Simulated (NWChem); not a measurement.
Molecule: C3H4OSi; SMILES [SiH2](C=O)C#C

```xyz
9

C      0.6261    -2.7384    -0.0122
C      0.0610    -1.6602    -0.0043
Si    -0.7240    -0.0051     0.0059
C      0.6373     1.3730     0.0299
O      0.3133     2.5319    -0.0218
H      1.1196    -3.6947    -0.0194
H     -1.5651     0.1622     1.2255
H     -1.5550     0.1874    -1.2159
H      1.7233     1.0837     0.0968
```
Atoms are numbered in this order, from 1.

Coordinates come from a PBE0/def2-SVP optimisation.

Give the principal values of the shielding tensors (ppm) of C1, C2, Si3, C4, O5 from LDA (Slater exchange, VWN5)/pcSseg-1, GIAO (NWChem), with their diamagnetic and paramagnetic parts as GIAO splits them.


```
atom      σ11     σ22    σ33  isotropic  diamagnetic  paramagnetic
----  -------  ------  -----  ---------  -----------  ------------
C1      -16.3   -15.7  246.6       71.6        260.6        -189.1
C2       -0.7     0.4  283.0       94.2        257.4        -163.1
Si3     396.0   411.0  460.7      422.6        882.8        -460.2
C4     -194.7  -100.7   69.3      -75.4        253.5        -328.8
O5    -1775.2  -554.5  382.6     -649.0        402.3       -1051.3
```
